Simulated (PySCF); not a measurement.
Species: C3H5NOSSi.
SMILES with atom numbers: `[SiH3:1][O:2][c:3]1[cH:4][s:5][cH:6][n:7]1` (hydrogens: H8, H9, H10 on Si1; H11 on C4; H12 on C6)

Level of theory: PySCF, PBE0-D3(BJ)/def2-SVP geometry optimisation, gas phase.

(1) List the bond lengths, angles and torsions at this level.

## Answers

(1) 
| bond | length (Å) | order |
| --- | --- | --- |
| Si1–O2 | 1.700 | single |
| O2–C3 | 1.334 | single |
| C3–C4 | 1.374 | aromatic |
| C4–S5 | 1.718 | aromatic |
| S5–C6 | 1.720 | aromatic |
| C6–N7 | 1.300 | aromatic |
| C3–N7 | 1.362 | aromatic |
| Si1–H8, Si1–H9, Si1–H10 | 1.488 | single |
| C4–H11 | 1.087 | single |
| C6–H12 | 1.092 | single |

Bonds in one row agree within 0.01 Å and their mean is given. Orders are formal, as drawn. A selection of angles:
| angle | degrees |
| --- | --- |
| O2–Si1–H8 | 111.2 |
| O2–Si1–H9 | 102.8 |
| H8–Si1–H9 | 110.1 |
| H8–Si1–H10 | 111.1 |
| Si1–O2–C3 | 121.0 |
| O2–C3–C4 | 125.2 |
| O2–C3–N7 | 119.1 |
| C4–C3–N7 | 115.7 |
| C3–C4–S5 | 109.0 |
| C3–C4–H11 | 128.1 |
| S5–C4–H11 | 122.9 |
| C4–S5–C6 | 89.6 |
| S5–C6–N7 | 114.8 |
| S5–C6–H12 | 121.1 |
| N7–C6–H12 | 124.1 |
| C3–N7–C6 | 111.0 |

Torsions: Si1–O2–C3–C4 -179° (antiperiplanar).

N7 (pyridine-type nitrogen) is bent (angle 111.0°). The 7 heavy atoms lie in one plane (0.004 Å rms). Si1 (oxygen-bound silicon) is distorted tetrahedral (angles from 102.8° to 111.2°). The 5-membered ring C3–C4–S5–C6–N7 has internal angles of 89.6° to 115.7°; it is planar, 0.00 Å rms from its mean plane, widest ring torsion 0°. O2 (silyl ether oxygen) is bent (angle 121.0°). The 2 C–N bonds span 1.300 Å (C6–N7, aromatic) to 1.362 Å (C3–N7, aromatic), a spread of 0.062 Å.

Point group: Cs (every atom within 0.08 Å of its image). No frequency check. One conformer, not necessarily the lowest.
